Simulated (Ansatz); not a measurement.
C3H8OSi can be A, `C=CCO[SiH3]`, or B, `C1C[SiH2]CO1`.

Isolated molecules relaxed with PBE0-D4/def2-TZVP in Ansatz; ΔE leaves out vibrations. CCSD(T)/CBS adds triple-zeta CCSD(T) − MP2 to the extrapolated MP2 energy (def2 sets, frozen cores). Functionals use def2-TZVPP. Each species was taken in one conformer, which may not be the lowest.

Q: Which is lower in electronic energy at CCSD(T)/CBS, and by how much? (Estimate.)

A: Ansatz gave: A, by 9.2 kcal/mol.

Q: Give E(B) − E(A) in kcal/mol with CCSD/def2-TZVPP, ωB97M-V, PBE0-D4, HF/def2-TZVPP, BLYP-D4, PBE-D4, MP2/def2-TZVPP. (Best estimate.)

A: The calculation gave: CCSD/def2-TZVPP 10.0, ωB97M-V 7.1, PBE0-D4 3.1, HF/def2-TZVPP 18.1, BLYP-D4 11.4, PBE-D4 3.4, MP2/def2-TZVPP 8.2. None reverses the order clearly.

Q: Does the order hold for the free energy at 298.15 K (harmonic terms from PBE0-D4)? (Estimate.)

A: Ansatz gave: Yes: G(B) − G(A) = +14.0 kcal/mol, for one conformer each. Modes under 60 cm⁻¹, often nearly free rotors, make the harmonic entropy too high.

Largest T1 diagnostic: 0.012.

Leaving LDA and LC-ωPBE aside and taking each functional with its dispersion term where it has one, the values, not all of them listed here, spread over 8.3 kcal/mol, from HSE06-D4 to BLYP-D4. LDA lies −6.2 kcal/mol from PBE without D4. The D4 term adds −1.6 kcal/mol with B3LYP and −0.7 kcal/mol with PBE0; it sums over pairs of atoms, weighted by their polarisabilities, and B3LYP, whose exchange is more repulsive, gets the larger term.

B3LYP here is the variant with VWN-RPA as its local correlation; programs differ in this.
